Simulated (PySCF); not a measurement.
# Bond curve of BeP

Set-up: Be pcseg-2, P pcseg-2; no relativity (PySCF 2.14). Energies in eV from Be + P in their ground configurations at the same level. State: ⁴Σ⁻ (quartet), unpaired electrons σ ↑, π ↑↑.

All columns are PBE0. A positive dipole means Be(−)P(+).

```tsv
R (Å)	E (eV)	μ (D)	Mulliken charge on Be (basis-dependent)	HOMO (eV)	LUMO (eV)	Mayer bond order	⟨S²⟩
1.780	-0.977	0.09	0.00	-5.45	-4.00	1.29	3.75
1.863	-1.321	-0.12	0.05	-5.52	-3.84	1.24	3.75
1.946	-1.511	-0.32	0.09	-5.60	-3.69	1.19	3.75
2.008	-1.577	-0.47	0.12	-5.65	-3.58	1.15	3.76
2.070	-1.595	-0.62	0.14	-5.70	-3.48	1.12	3.76
2.132	-1.575	-0.76	0.16	-5.74	-3.39	1.09	3.76
2.215	-1.505	-0.93	0.18	-5.80	-3.27	1.06	3.76
2.318	-1.372	-1.12	0.19	-5.87	-3.14	1.01	3.76
2.443	-1.176	-1.28	0.19	-5.93	-3.01	0.95	3.76
2.608	-0.903	-1.37	0.18	-6.01	-2.88	0.85	3.78
```

A fit through these points gives, at Re = 2.065 Å, μ = -0.61 D and dμ/dR = -2.33 D/Å; the reduced mass is 6.981 u.

Problem. How strong is the fundamental in the double-harmonic approximation, I = 42.26·(dμ/dR)²/μred km/mol?

Solution. I = 42.26·(-2.33)²/6.981 = 32.9 km/mol at PBE0.

The state was picked by a PBE0 search and need not be the measured ground state.
